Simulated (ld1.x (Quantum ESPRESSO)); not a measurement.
Before and after: PAW potential for iodine (I)

| Property | Result |
| --- | --- |
| Element | iodine (I) |
| Generator | ld1.x (Quantum ESPRESSO) 7.5 |
| Type | PAW |
| Functional | PBE |
| Relativity | non-relativistic |
| Frozen core | [Kr] |
| Valence charge | 17 |
| Reference configuration | 4d10 5s2 5p3 (charge +2) |
| Partial waves | 5s (bound): rcut 1.80, rcutus 2.05 bohr; 5s channel at -1.1 Ry: rcut 1.80, rcutus 2.05 bohr; 5p (bound): rcut 1.50, rcutus 1.75 bohr; 5p channel at 0.35 Ry: rcut 1.50, rcutus 1.75 bohr; 4d (bound): rcut 1.20, rcutus 1.25 bohr; 4d channel at -4.7 Ry: rcut 1.20, rcutus 1.25 bohr |
| Local potential | all-electron potential smoothed inside 1.60 bohr (lloc = -1) |
| Core correction | Bessel-smoothed model core inside 0.75 bohr |
| Augmentation charge | PSQ, inside the norm-conserving radii |

Change: core correction Bessel-smoothed model core inside 0.60 bohr.

Cutoffs: the cutoffs (Ry, on a coarse ladder) from which the occupation-weighted sum of valence levels, in a spherical-Bessel basis at the reference potential, stays within 10 and 1 mRy of its value at 400 Ry; they do not see the model core or the augmentation charge, which bear on the density cutoff. Errors are all-electron minus pseudo energies relative to the spin-unpolarised reference configuration.

**Question.** Predict the effect on cutoff, ghosts and configuration errors.

**Answer.** The potential gets neither clearly harder nor softer (100 Ry and 180 Ry → 100 Ry and 180 Ry); both files keep a bound ghost (s); the errors of the 6 common tests hardly move. A model core, the more so a compact one, raises the density cutoff, which this test does not measure.

```tsv
quantity	base	changed
cutoff, loose	100 Ry	100 Ry
cutoff, tight	180 Ry	180 Ry
bound ghosts	s	s
tests counted (converged, no solver errors)	6 of 7	6 of 7
error for 4d10 5s2 5p5, meV [ΔE -30.99 eV]	-17	-18
error for 4d10 5s2 5p4, meV [ΔE -19.82 eV]	-5.1	-5.4
error for 4d10 5s2 5p2, meV [ΔE 29.21 eV]	-7.2	-7.5
error for 4d10 5s1 5p5, meV [ΔE -10.40 eV]	-32	-34
error for 4d10 5s2 5p4.5, meV [ΔE -26.43 eV]	-11	-11
error for 4d10 5s2 5p1, meV [ΔE 68.42 eV]	-36	-37
s: phases at 2.25 bohr within 0.05 rad from the reference energy up to (Ry; the scan ends near 5)	to the end of the scan	to the end of the scan
p: phases at 2.25 bohr within 0.05 rad from the reference energy up to (Ry; the scan ends near 5)	5.0	5.0
d: phases at 2.25 bohr within 0.05 rad from the reference energy up to (Ry; the scan ends near 5)	to the end of the scan	to the end of the scan
lowest overlap eigenvalue by channel	s 0.29, p 0.57, d 0.94	s 0.29, p 0.57, d 0.94
```

Base: Tests not counted: 4d9 5s2 5p5 (solver errors, printed error -256 eV). Changed file: Tests not counted: 4d9 5s2 5p5 (solver errors, printed error -2240 eV). A true bound ghost makes a file unfit for plane-wave use even where its test errors are small: the radial tests pick states by their node count and pass the ghost by. Where a test does run into it, the solver fails or the error is huge.
